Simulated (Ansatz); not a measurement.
One change: `[OH][Al]([SH])[CH2]F` becomes `C[NH][Al]([OH])[SH]`.

Ansatz, PBE0-D4/def2-TZVP geometries, multiplicity 1. Each molecule was computed in one conformer, which needn't be the lowest.

| property | `[OH][Al]([SH])[CH2]F` |
| --- | --- |
| LUMO energy (B3LYP/def2-TZVPP) / eV | -0.72 |
| size of the dipole moment (PBE/def2-TZVPP) / D | 1.91 |
| HOMO–LUMO gap (PBE0/def2-TZVPP) / eV | 7.44 |
| LUMO energy (PBE0/def2-TZVPP) / eV | -0.42 |
| HOMO–LUMO gap (PBE/def2-TZVPP) / eV | 5.36 |
| HOMO energy (PBE0/def2-TZVPP) / eV | -7.85 |

What does the change do to each property? (Best estimate.)

Ansatz gave: 
```
                                      property  `C[NH][Al]([OH])[SH]`  shift
           LUMO energy (B3LYP/def2-TZVPP) / eV                  -0.49   0.23
size of the dipole moment (PBE/def2-TZVPP) / D                   0.77  -1.14
          HOMO–LUMO gap (PBE0/def2-TZVPP) / eV                   6.54  -0.90
            LUMO energy (PBE0/def2-TZVPP) / eV                  -0.20   0.22
           HOMO–LUMO gap (PBE/def2-TZVPP) / eV                   4.38  -0.98
            HOMO energy (PBE0/def2-TZVPP) / eV                  -6.73   1.12
```

With PBE0 the HOMO rises by 1.12 eV and the LUMO rises by 0.22 eV, so the gap narrows by about 0.90 eV. PBE moves the HOMO by 1.19 eV and ωB97M-V by 0.99 eV. The zero-point energy changes by 66.2 kJ/mol with +6 modes. Dipoles are sizes alone; their direction can turn.

B3LYP here is the variant with VWN-RPA as its local correlation; programs differ in this.
